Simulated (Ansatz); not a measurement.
Pulling on the Be1–H2 bond in BeH2O (SMILES [BeH][OH]) (multiplicity 1 held, fragments rigid). Energies count from the point at 1.328 Å.
Geometry at that point (charge 0, multiplicity 1):
| atom | x (Å) | y (Å) | z (Å) |
|---|---|---|---|
| Be | -0.7841 | -0.3530 | 0.0298 |
| H | -1.9953 | -0.8949 | 0.0798 |
| O | 0.5111 | 0.1852 | -0.0736 |
| H | 1.0425 | 0.8250 | 0.3897 |

Signs of static correlation in aug-cc-pVTZ, with CASSCF(2,2), from Ansatz (a quantum-chemistry and plane-wave program) runs.

```json
[
 {"R (Å)": "1.062", "T1 of restricted CCSD": "0.013", "⟨S²⟩ of UHF": "0.000", "largest double amplitude of restricted CCSD": "0.024", "weight of the CASSCF reference in MRCISD": "0.932", "CASSCF natural occupations": "1.99 0.01"},
 {"R (Å)": "1.195", "T1 of restricted CCSD": "0.013", "⟨S²⟩ of UHF": "0.000", "largest double amplitude of restricted CCSD": "0.023", "weight of the CASSCF reference in MRCISD": "0.932", "CASSCF natural occupations": "1.98 0.02"},
 {"R (Å)": "1.328", "T1 of restricted CCSD": "0.013", "⟨S²⟩ of UHF": "0.000", "largest double amplitude of restricted CCSD": "0.020", "weight of the CASSCF reference in MRCISD": "0.932", "CASSCF natural occupations": "1.98 0.02"},
 {"R (Å)": "1.461", "T1 of restricted CCSD": "0.013", "⟨S²⟩ of UHF": "0.000", "largest double amplitude of restricted CCSD": "0.019", "weight of the CASSCF reference in MRCISD": "0.932", "CASSCF natural occupations": "1.97 0.03"},
 {"R (Å)": "1.593", "T1 of restricted CCSD": "0.013", "⟨S²⟩ of UHF": "0.000", "largest double amplitude of restricted CCSD": "0.022", "weight of the CASSCF reference in MRCISD": "0.933", "CASSCF natural occupations": "1.96 0.04"},
 {"R (Å)": "1.793", "T1 of restricted CCSD": "0.014", "⟨S²⟩ of UHF": "0.000", "largest double amplitude of restricted CCSD": "0.028", "weight of the CASSCF reference in MRCISD": "0.933", "CASSCF natural occupations": "1.95 0.05"},
 {"R (Å)": "1.992", "T1 of restricted CCSD": "0.015", "⟨S²⟩ of UHF": "0.000", "largest double amplitude of restricted CCSD": "0.046", "weight of the CASSCF reference in MRCISD": "0.933", "CASSCF natural occupations": "1.92 0.08"},
 {"R (Å)": "2.324", "T1 of restricted CCSD": "0.021", "⟨S²⟩ of UHF": "0.462", "largest double amplitude of restricted CCSD": "0.100", "weight of the CASSCF reference in MRCISD": "0.934", "CASSCF natural occupations": "1.85 0.15"},
 {"R (Å)": "2.656", "T1 of restricted CCSD": "…", "⟨S²⟩ of UHF": "0.757", "largest double amplitude of restricted CCSD": "0.152", "weight of the CASSCF reference in MRCISD": "0.935", "CASSCF natural occupations": "1.74 0.26"},
 {"R (Å)": "3.054", "T1 of restricted CCSD": "0.049", "⟨S²⟩ of UHF": "0.907", "largest double amplitude of restricted CCSD": "0.378", "weight of the CASSCF reference in MRCISD": "0.936", "CASSCF natural occupations": "1.56 0.44"},
 {"R (Å)": "3.585", "T1 of restricted CCSD": "0.079", "⟨S²⟩ of UHF": "0.975", "largest double amplitude of restricted CCSD": "…", "weight of the CASSCF reference in MRCISD": "0.937", "CASSCF natural occupations": "1.34 0.66"},
 {"R (Å)": "4.249", "T1 of restricted CCSD": "0.109", "⟨S²⟩ of UHF": "0.996", "largest double amplitude of restricted CCSD": "0.863", "weight of the CASSCF reference in MRCISD": "0.938", "CASSCF natural occupations": "1.15 0.85"}
]
```

Question: Complete the blanks.

Answer: 
- 2.656, T1 of restricted CCSD: 0.031
- 3.585, largest double amplitude of restricted CCSD: 0.625

Doubts at one or more of the structures used: a restricted determinant that unrestricted orbitals would lower (R-CCSD(T)/aug-cc-pVTZ); other coupled-cluster roots lie near (R-CCSD(T)/aug-cc-pVTZ); T1 above 0.05 (R-CCSD(T)/aug-cc-pVTZ, U-CCSD(T)/aug-cc-pVTZ); a spin-contaminated determinant (U-CCSD(T)/aug-cc-pVTZ); the program's own flag: other amplitudes (U-CCSD(T)/aug-cc-pVTZ).
